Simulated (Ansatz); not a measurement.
This geometry of ClH + F4Ge (7 atoms, charge 0, multiplicity 1) is a first-order saddle point.

Method: RKS CAM-B3LYP/def2-SVP (Ansatz 0.2.0).

```xyz
7
Properties=species:S:1:pos:R:3
Ge -0.248 0.005 -0.033
F -0.007 -0.043 1.858
F 1.454 0.032 -0.179
F -0.627 1.450 -0.852
F -0.613 -1.491 -0.756
Cl -2.404 0.060 1.045
H -1.143 -0.012 1.977
```

(1) Which two structures does it join? (They come from a converged band through this point; their orientation in space is the band's.)

(2) How far does it lie above each of them?

Answers

(1) Bonds broken: Ge1–F2, Cl6–H7. Bonds formed: Ge1–Cl6, F2–H7. ClH + F4Ge becomes ClF3Ge + FH.

Initial state:

```xyz
7
Properties=species:S:1:pos:R:3
Ge 0.216 -0.001 -0.101
F 0.209 -0.001 1.603
F 1.841 -0.001 -0.587
F -0.513 1.403 -0.703
F -0.513 -1.402 -0.706
Cl -2.847 -0.005 1.301
H -1.982 0.008 2.256
```

Final state:

```xyz
7
Properties=species:S:1:pos:R:3
Ge -0.429 0.244 -0.273
F -0.203 -0.920 2.046
F 1.062 0.759 0.358
F -0.516 0.973 -1.813
F -0.468 -1.424 -0.589
Cl -2.105 0.953 0.812
H -0.930 -0.586 2.520
```

(2) 0.90 eV above the first and 0.94 eV above the second. This is the barrier of this one path; another mechanism may lie lower. The orbitals stay closed-shell, which can raise the energy where a bond breaks towards radicals; this wasn't checked here.

Time of the run: 2.9 min on 4 threads of Arm Neoverse V1, with other jobs on the host, peak memory 0.36 GiB.
